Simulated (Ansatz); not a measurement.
Several settings on one geometry of the cluster Li6O2 (that of the charge 0 singlet, PBE0-D4/def2-TZVP). Ansatz on 4 threads of Arm Neoverse V2 on a shared host; times are rough.

```xyz
8

Li   -0.5794    0.7902   -1.7906
Li    0.4622   -2.0027   -0.6493
Li    0.7650    3.3338   -0.7952
Li    0.3216   -2.1070    2.1827
Li    0.4791    0.5524    0.5199
Li   -1.7221   -1.1743    0.4421
O    -0.0153   -1.1664    0.8054
O     0.2889    1.7739   -0.7152
```

Totals from different functionals, basis sets or treatments of relativity can't be compared as stabilities.

Problem. Give the basis size and estimate the energy, ⟨S²⟩, dipole and time of these runs.

```csv
run,method,charge,state,further keys
1,RKS r2SCAN0-D3(BJ)/STO-3G,0,singlet,scf: {lower_state_search: full}
2,RKS ωB97X/def2-TZVP,0,singlet,nuclear_model: gaussian; scf: {omitted_lower_state_checks: [starts]}; forces asked
3,RKS r2SCAN-D3(BJ)-ATM/STO-3G,0,singlet,nuclear_model: gaussian; scf: {lower_state_search: light}; forces asked
```

Solution. 
```tsv
run	functions	energy (Eh)	⟨S²⟩	dipole (D)	wall time
1	40	-193.0576	–	–	2.9 s
2	146	-195.7876	–	7.89	5.5 s
3	40	-193.0848	–	4.79	2.7 s
```

The restricted singlet is unstable towards broken spin symmetry at other levels; at RKS r2SCAN0-D3(BJ)/STO-3G, RKS ωB97X/def2-TZVP, RKS r2SCAN-D3(BJ)-ATM/STO-3G this wasn't settled.
